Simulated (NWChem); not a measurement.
Species: MgGeSiH6; SMILES [Mg]([SiH3])[GeH3]

```xyz
9

Mg     0.0420    -0.7324     0.0016
Si     0.1903    -3.3163     0.0066
H      1.5169    -3.8263    -0.4825
H     -0.8468    -3.9623    -0.8688
H      0.0007    -3.9093     1.3747
Ge    -0.1077     1.8584    -0.0029
H     -0.5849     2.4501    -1.3534
H     -1.0897     2.4249     1.0537
H      1.2437     2.5588     0.2878
```
Atoms are numbered in this order, from 1.

Program: NWChem. Pople sets run with spherical d functions. Geometry: optimised at PBE0/def2-SVP. GIAO values for the isolated, static molecule; σ is the absolute isotropic shielding, δ = σ(reference) − σ with the isolated reference molecule computed at the same levels (1H: tetramethylsilane, 29Si: tetramethylsilane).

```
level                σ Mg1 (ppm)  δ Si2 (ppm)  δ H3 (ppm)  σ Ge6 (ppm)  δ H7 (ppm)
-------------------  -----------  -----------  ----------  -----------  ----------
PBE/pcSseg-1               390.1       -152.9        2.96       1746.7        2.86
Hartree-Fock/6-31G*   (withheld)   (withheld)        3.03   (withheld)  (withheld)
B3LYP/6-311G**             390.2       -143.4        3.06       1753.0        3.10
```

Some entries are withheld; supply them.


- Hartree-Fock/6-31G*, σ Mg1 (ppm): 456.4
- Hartree-Fock/6-31G*, δ Si2 (ppm): -108.6
- Hartree-Fock/6-31G*, σ Ge6 (ppm): 1996.6
- Hartree-Fock/6-31G*, δ H7 (ppm): 2.91
